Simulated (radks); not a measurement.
Ionisation ladder of barium, from Ba XXIII to Ba XLIV. Each ion is in the ground configuration listed by NIST, and IE = E(next ion) - E(this ion). Calculated with a radial shooting solver on a logarithmic mesh with Libxc functionals: scalar-relativistic Kohn-Sham, r2SCAN, spin-polarised, spherical densities, finite nucleus; open shells are filled with parallel spins first (spin-orbit coupling, left out, can overturn this in heavy ions); meta-GGA in the generalised Kohn-Sham scheme; Fermi nuclear charge, rms radius 4.8378 fm.

species,configuration,E (hartree),"IE, Delta-SCF (eV)",-e(HOMO) (eV),HOMO,<r> HOMO (bohr),"IE, NIST (eV)",kind,error (eV)
Ba XXIII,[Ar] 3d10 4s2 4p4,-7922.7206,719.43,703.76,4p down,0.634,717,theory,+2.4
Ba XXIV,[Ar] 3d10 4s2 4p3,-7896.2820,765.73,748.68,4p up,0.627,752,theory,+13.7
Ba XXV,[Ar] 3d10 4s2 4p2,-7868.1420,800.13,783.28,4p up,0.622,809,theory,-8.9
Ba XXVI,[Ar] 3d10 4s2 4p1,-7838.7377,833.70,817.37,4p up,0.616,846,theory,-12.3
Ba XXVII,[Ar] 3d10 4s2,-7808.0999,938.05,923.57,4s,0.597,935,theory,+3.1
Ba XXVIII,[Ar] 3d10 4s1,-7773.6271,978.25,963.64,4s up,0.592,976.6,semi-emp.,+1.6
Ba XXIX,[Ar] 3d10,-7737.6770,1704.7,1664.1,3d,0.258,1695,theory,+9.7
Ba XXX,[Ar] 3d9,-7675.0290,1788.0,1746.8,3d down,0.255,1776,theory,+12.0
Ba XXXI,[Ar] 3d8,-7609.3223,1872.2,1830.6,3d down,0.252,1864,theory,+8.2
Ba XXXII,[Ar] 3d7,-7540.5196,1957.4,1915.3,3d down,0.250,1958,theory,-0.6
Ba XXXIII,[Ar] 3d6,-7468.5881,2043.2,2000.9,3d down,0.247,2047,theory,-3.8
Ba XXXIV,[Ar] 3d5,-7393.5025,2164.7,2120.1,3d up,0.243,2142,theory,+22.7
Ba XXXV,[Ar] 3d4,-7313.9529,2255.9,2210.8,3d up,0.241,2256,theory,-0.1
Ba XXXVI,[Ar] 3d3,-7231.0511,2348.0,2302.5,3d up,0.238,2349,theory,-1.0
Ba XXXVII,[Ar] 3d2,-7144.7628,2441.0,2395.1,3d up,0.236,2452,theory,-11.0
Ba XXXVIII,[Ar] 3d1,-7055.0577,2534.6,2488.5,3d up,0.234,2547,theory,-12.4
Ba XXXIX,[Ar],-6961.9129,2850.5,2810.3,3p,0.261,2814,theory,+36.5
Ba XL,[Ne] 3s2 3p5,-6857.1584,2932.6,2892.7,3p down,0.260,2901,theory,+31.6
Ba XLI,[Ne] 3s2 3p4,-6749.3889,3012.9,2974.2,3p down,0.258,2994,theory,+18.9
Ba XLII,[Ne] 3s2 3p3,-6638.6663,3129.4,3087.8,3p up,0.256,3081,theory,+48.4
Ba XLIII,[Ne] 3s2 3p2,-6523.6619,3214.1,3172.8,3p up,0.254,3266,theory,-51.9
Ba XLIV,[Ne] 3s2 3p1,-6405.5464,3297.0,3256.9,3p up,0.253,3363,theory,-66.0

Reference values: NIST Atomic Spectra Database (exp. = measured, semi-emp. = semi-empirical, theory = theoretical value adopted there). The ionisation energy per charge of the ion left behind rises most, in proportion, at Ba XXIX ([Ar] 3d10), from 34.938 to 58.784 eV. Open shells are spherical and high-spin; term and fine-structure splittings are not resolved. Spin-orbit splitting is averaged out at the scalar-relativistic level.
